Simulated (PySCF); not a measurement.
A geometry optimisation, step by step.

CH2B2F4O.
Bonds: F1–C2, C2–O3, O3–B4, B4–F5, B4–B6, B6–F7, B6–F8. Hydrogens: H9, H10 on C2.

Method: PBE0-D3(BJ)/def2-SVP geometry optimisation, gas phase (PySCF 2.14.0); density fitting, grid level 1; the optimiser is geomeTRIC in internal coordinates, started from a GFN2-xTB structure with every atom displaced at random (about 0.01 Å). The frame can shift and turn from step to step; on so coarse a grid that alone can change the energy by a few meV, and forces under 0.02 eV/Å are noise.

Step 0: E = -15315.0755 eV, largest atomic force 2.245 eV/Å
```
atom  x, y, z in Å  |  force x, y, z in eV/Å
F1     -0.533   -1.537   -0.008   -0.477   0.939  -0.110
C2     -1.490   -0.523   -0.154    0.510  -0.818   0.876
O3     -0.945    0.728   -0.138    1.520  -0.011   0.131
B4      0.398    1.077   -0.001   -2.217   0.269  -0.233
F5      0.518    2.393   -0.034    0.544   0.198   0.038
B6      1.702    0.022    0.186    1.234  -1.264   0.082
F7      2.167   -0.403    1.356   -0.514   0.432   0.092
F8      2.413   -0.472   -0.825   -0.502   0.415  -0.152
H9     -2.193   -0.620    0.704    0.164  -0.038  -0.337
H10    -1.987   -0.688   -1.107   -0.261  -0.123  -0.388
```

Step 1: E = -15315.2123 eV, largest atomic force 0.673 eV/Å
```
atom  x, y, z in Å  |  force x, y, z in eV/Å
F1     -0.408   -1.448   -0.011   -0.290   0.296  -0.046
C2     -1.433   -0.526   -0.142    0.363  -0.360   0.311
O3     -0.956    0.758   -0.132    0.588   0.233   0.060
B4      0.362    1.119   -0.007   -0.655  -0.058  -0.141
F5      0.573    2.426   -0.029    0.010   0.100   0.003
B6      1.629   -0.009    0.168    0.309  -0.517   0.108
F7      2.028   -0.420    1.363   -0.105   0.167  -0.014
F8      2.304   -0.526   -0.848   -0.160   0.183  -0.044
H9     -2.116   -0.671    0.716    0.043   0.002  -0.142
H10    -1.933   -0.724   -1.098   -0.103  -0.045  -0.094
```

Step 2: E = -15315.2241 eV, largest atomic force 0.219 eV/Å
```
atom  x, y, z in Å  |  force x, y, z in eV/Å
F1     -0.375   -1.425   -0.019   -0.085   0.018   0.006
C2     -1.413   -0.530   -0.131    0.138  -0.170   0.004
O3     -0.957    0.764   -0.124    0.013   0.156   0.010
B4      0.348    1.125   -0.014    0.027  -0.109  -0.069
F5      0.577    2.431   -0.038   -0.065   0.075  -0.005
B6      1.605   -0.027    0.160    0.052   0.051   0.057
F7      2.006   -0.393    1.367    0.026  -0.060  -0.059
F8      2.271   -0.538   -0.863   -0.052   0.006   0.041
H9     -2.086   -0.693    0.725   -0.024   0.019   0.007
H10    -1.926   -0.735   -1.084   -0.030   0.013   0.007
```

Step 3: E = -15315.2269 eV, largest atomic force 0.122 eV/Å
```
atom  x, y, z in Å  |  force x, y, z in eV/Å
F1     -0.385   -1.434    0.006    0.004   0.030   0.003
C2     -1.411   -0.533   -0.123   -0.018  -0.098  -0.056
O3     -0.952    0.762   -0.127   -0.079  -0.093  -0.005
B4      0.349    1.125   -0.020    0.062   0.049   0.036
F5      0.551    2.436   -0.043    0.075   0.039  -0.018
B6      1.617   -0.020    0.157   -0.005   0.021   0.039
F7      2.030   -0.409    1.352   -0.020   0.027  -0.026
F8      2.267   -0.525   -0.876   -0.001  -0.008  -0.032
H9     -2.093   -0.680    0.728   -0.026   0.016   0.037
H10    -1.923   -0.744   -1.076    0.009   0.018   0.022
```

Step 4: E = -15315.2273 eV, largest atomic force 0.051 eV/Å
```
atom  x, y, z in Å  |  force x, y, z in eV/Å
F1     -0.379   -1.436    0.012   -0.006   0.029   0.002
C2     -1.408   -0.540   -0.118   -0.025  -0.029  -0.010
O3     -0.954    0.758   -0.124    0.009   0.015  -0.002
B4      0.346    1.131   -0.020    0.049  -0.005   0.014
F5      0.557    2.441   -0.054   -0.035  -0.019  -0.018
B6      1.615   -0.011    0.155   -0.017  -0.032   0.020
F7      2.035   -0.403    1.346   -0.007   0.037   0.007
F8      2.251   -0.524   -0.883    0.017   0.004  -0.032
H9     -2.091   -0.685    0.734    0.002   0.001   0.010
H10    -1.921   -0.752   -1.070    0.012   0.000   0.009
```

Step 5: E = -15315.2279 eV, largest atomic force 0.058 eV/Å
```
atom  x, y, z in Å  |  force x, y, z in eV/Å
F1     -0.381   -1.441    0.009    0.001  -0.002   0.010
C2     -1.411   -0.546   -0.114    0.003   0.029   0.022
O3     -0.956    0.752   -0.120    0.031   0.015   0.003
B4      0.345    1.128   -0.022   -0.047  -0.003  -0.034
F5      0.549    2.439   -0.070   -0.008  -0.024  -0.005
B6      1.619   -0.007    0.154    0.006   0.010  -0.001
F7      2.048   -0.379    1.348    0.002  -0.008   0.003
F8      2.255   -0.523   -0.884   -0.002   0.001   0.012
H9     -2.090   -0.690    0.742    0.014  -0.005  -0.008
H10    -1.929   -0.754   -1.064    0.000  -0.013  -0.002
```

Step 6: E = -15315.2281 eV, largest atomic force 0.050 eV/Å
```
atom  x, y, z in Å  |  force x, y, z in eV/Å
F1     -0.374   -1.438    0.019    0.014  -0.035   0.010
C2     -1.409   -0.551   -0.107    0.004   0.048   0.016
O3     -0.959    0.749   -0.123   -0.002   0.005   0.001
B4      0.341    1.129   -0.031   -0.027   0.007  -0.014
F5      0.540    2.440   -0.087    0.002  -0.011  -0.012
B6      1.618   -0.002    0.151   -0.002   0.016  -0.015
F7      2.048   -0.369    1.346    0.006  -0.010   0.007
F8      2.256   -0.518   -0.885    0.002  -0.002   0.014
H9     -2.084   -0.693    0.752    0.007  -0.002  -0.006
H10    -1.927   -0.767   -1.055   -0.004  -0.015  -0.002
```

Step 7: E = -15315.2275 eV, largest atomic force 0.178 eV/Å
```
atom  x, y, z in Å  |  force x, y, z in eV/Å
F1     -0.323   -1.437    0.107    0.099  -0.121   0.013
C2     -1.389   -0.596   -0.042   -0.046   0.135  -0.030
O3     -0.983    0.715   -0.146   -0.149  -0.096  -0.012
B4      0.304    1.133   -0.109    0.072   0.039   0.072
F5      0.459    2.442   -0.253    0.061   0.044  -0.019
B6      1.616    0.053    0.122   -0.027   0.044  -0.109
F7      2.060   -0.261    1.325    0.029  -0.025   0.044
F8      2.264   -0.475   -0.903    0.013  -0.017   0.031
H9     -2.037   -0.712    0.840   -0.030   0.015   0.012
H10    -1.921   -0.882   -0.963   -0.021  -0.017  -0.002
```

Step 8: E = -15315.2288 eV, largest atomic force 0.055 eV/Å
```
atom  x, y, z in Å  |  force x, y, z in eV/Å
F1     -0.344   -1.439    0.087    0.030  -0.045   0.005
C2     -1.398   -0.580   -0.064   -0.004   0.053  -0.004
O3     -0.975    0.727   -0.142   -0.046  -0.029   0.000
B4      0.318    1.132   -0.084    0.019   0.002   0.026
F5      0.492    2.442   -0.198    0.015   0.016  -0.022
B6      1.618    0.033    0.130   -0.004   0.018  -0.036
F7      2.055   -0.301    1.331    0.008  -0.008   0.010
F8      2.266   -0.488   -0.897    0.000  -0.008   0.014
H9     -2.059   -0.699    0.810   -0.010   0.007   0.005
H10    -1.923   -0.848   -0.994   -0.007  -0.005   0.002
```

Step 9: E = -15315.2291 eV, largest atomic force under 0.02 eV/Å
```
atom  x, y, z in Å  |  force x, y, z in eV/Å
F1     -0.347   -1.442    0.068   -0.004  -0.002   0.009
C2     -1.400   -0.577   -0.069    0.002   0.009   0.009
O3     -0.974    0.729   -0.140    0.002  -0.005  -0.007
B4      0.320    1.132   -0.079    0.000   0.001   0.009
F5      0.498    2.441   -0.193    0.005   0.005  -0.014
B6      1.619    0.031    0.135   -0.001  -0.007  -0.014
F7      2.052   -0.307    1.337    0.000   0.001   0.000
F8      2.269   -0.492   -0.890   -0.002   0.003   0.004
H9     -2.056   -0.699    0.807    0.002  -0.004   0.003
H10    -1.932   -0.837   -0.998   -0.004   0.000   0.002
```

**Question.** Summarise the path.

**Answer.** The energy falls by 14.81 kJ/mol from step 0 to step 9; nine tenths of that is first reached at step 2. It rises by more than 0.2 meV at step 7. The largest force goes from 2.245 to under 0.02 eV/Å. Among the bonds O3–B4 changes most, from 1.395 to 1.357 Å; the atoms move by 0.112 Å rms after alignment.

**Question.** Follow the three bonds and two angles with the largest change from start to end.

**Answer.** 
| step | E above end (kJ/mol) | largest force (eV/Å) | O3–B4 (Å) | F1–C2 (Å) | B4–B6 (Å) | O3–B4–F5 (°) | F7–B6–F8 (°) |
| --- | --- | --- | --- | --- | --- | --- | --- |
| 0 | 14.81 | 2.245 | 1.395 | 1.403 | 1.688 | 109.5 | 111.3 |
| 1 | 1.61 | 0.673 | 1.372 | 1.385 | 1.706 | 114.3 | 114.7 |
| 2 | 0.48 | 0.219 | 1.358 | 1.375 | 1.715 | 115.3 | 116.5 |
| 3 | 0.21 | 0.122 | 1.355 | 1.371 | 1.718 | 114.2 | 116.2 |
| 4 | 0.17 | 0.051 | 1.357 | 1.370 | 1.717 | 115.0 | 116.1 |
| 5 | 0.11 | 0.058 | 1.358 | 1.370 | 1.716 | 114.7 | 116.3 |
| 6 | 0.09 | 0.050 | 1.357 | 1.369 | 1.716 | 114.6 | 116.4 |
| 7 | 0.15 | 0.178 | 1.353 | 1.366 | 1.716 | 114.4 | 116.5 |
| 8 | 0.02 | 0.055 | 1.356 | 1.369 | 1.716 | 114.6 | 116.4 |
| 9 | 0.00 | under 0.02 | 1.357 | 1.370 | 1.716 | 114.6 | 116.3 |

What follows is the cost of the whole optimisation. The run took 58 s on Arm Neoverse V1, one thread, no GPU, shared host with 32 logical CPUs at a one-minute load of 30, and the process peaked at 0.50 GiB of memory.
